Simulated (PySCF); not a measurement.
**29Si chemical shifts**

PySCF 2.14 calculation with σ from GIAO-PBE0/pcSseg-1 and coordinates at the GFN2-xTB level; fast rotation and ring inversion assumed for equivalent nuclei, non-relativistic Hamiltonian, in vacuum, single conformer.

Shieldings were converted by a linear fit to measured shifts: 29Si (scatter 8.9 ppm rms, 25.8 ppm with the 6 outliers that the fit left out vs TMS, solution or neat liquid). A few per cent of atoms miss by over 2 rms, more outside the fitted compound classes.

(1) Give the 29Si shifts of `CN(C)[SiH3]`, `CN(C)[SiH3]`, `C=C[Si@H]1[SiH2][C@H](C)[SiH2]1`, `[SiH3]/C=C/[SiH2][SiH]1CC1`, `CCc1nocc1O[SiH3]`.

(2) Order these by 29Si shift, lowest first.
A. COC[C@]([SiH3])(C#N)C=O
B. Nc1occc1[SiH2]O
C. CCO[C@]([SiH3])(C#N)C=O

Answers

(1) 
```
                                                compound                                                     environment  δ (ppm)
                                             CN(C)[SiH3]                                        silicon bonded to N, 3 H    -44.4
                                             CN(C)[SiH3]                                        silicon bonded to N, 3 H    -44.4
[CH2:1]=[CH:2][Si@H:3]1[SiH2:4][C@H:5]([CH3:6])[SiH2:7]1  Si4/7: silicon bonded to C, Si, 2 H, in a 4-membered ring (×2)    -43.0
[CH2:1]=[CH:2][Si@H:3]1[SiH2:4][C@H:5]([CH3:6])[SiH2:7]1         Si3: silicon bonded to C, 2 Si, H, in a 4-membered ring    -51.0
  [SiH3:1]/[CH:2]=[CH:3]/[SiH2:4][SiH:5]1[CH2:6][CH2:7]1                               Si4: silicon bonded to C, Si, 2 H    -61.7
  [SiH3:1]/[CH:2]=[CH:3]/[SiH2:4][SiH:5]1[CH2:6][CH2:7]1                                   Si1: silicon bonded to C, 3 H    -65.7
  [SiH3:1]/[CH:2]=[CH:3]/[SiH2:4][SiH:5]1[CH2:6][CH2:7]1         Si5: silicon bonded to 2 C, Si, H, in a 3-membered ring   -157.4
                                        CCc1nocc1O[SiH3]                                        silicon bonded to O, 3 H    -36.2
```

(2) A (-52.8 ppm, silicon bonded to C, 3 H), C (-37.7 ppm, silicon bonded to C, 3 H), B (-28.4 ppm, silicon bonded to C, O, 2 H).
